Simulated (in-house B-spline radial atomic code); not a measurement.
Mo⁶⁺: [Ar] 3d10 4s2 4p6

Method: Dirac-Kohn-Sham BLYP, spherical fractional occupations, Fermi nucleus of rms radius 4.4091 fm. Calculated with a radial B-spline atomic code at the basis-set limit.

Z_r = [3n² - l(l+1)]/(2<r>); Z_e = n√(-2ε); the last column is Slater's effective charge. Values are occupation-weighted means over j. An effective charge above Z reflects the relativistic contraction of the inner shells.

| shell | electrons | ε (eV) | <r> (bohr) | Z_r | Z_e | Slater |
| --- | --- | --- | --- | --- | --- | --- |
| 1s | 2 | -19902 | 0.03517 | 42.66 | 38.25 | 41.70 |
| 2s | 2 | -2885.1 | 0.1534 | 39.12 | 29.12 | 37.85 |
| 2p | 6 | -2590.3 | 0.1338 | 37.37 | 27.60 | 37.85 |
| 3s | 2 | -561.44 | 0.4284 | 31.51 | 19.27 | 30.75 |
| 3p | 6 | -464.64 | 0.4299 | 29.08 | 17.53 | 30.75 |
| 3d | 10 | -306.43 | 0.4142 | 25.35 | 14.24 | 20.85 |
| 4s | 2 | -144.41 | 1.064 | 22.55 | 13.03 | 14.25 |
| 4p | 6 | -116.96 | 1.154 | 19.93 | 11.73 | 14.25 |

The least bound orbital is 4p3/2 at -116 eV, and it is also the most diffuse (<r> = 1.162 bohr).

Spin-orbit splittings of the orbital energies (j = l + 1/2 above j = l - 1/2 when positive): 2p 106.6 eV, 3p 17.61 eV, 3d 3.343 eV, 4p 2.905 eV.

For the 1s electron the small component carries 2.35 % of the norm, the zero-frequency Breit interaction raises the level by 38.75 eV, self-energy by 21.18 eV, and vacuum polarisation lowers it by 2.446 eV.
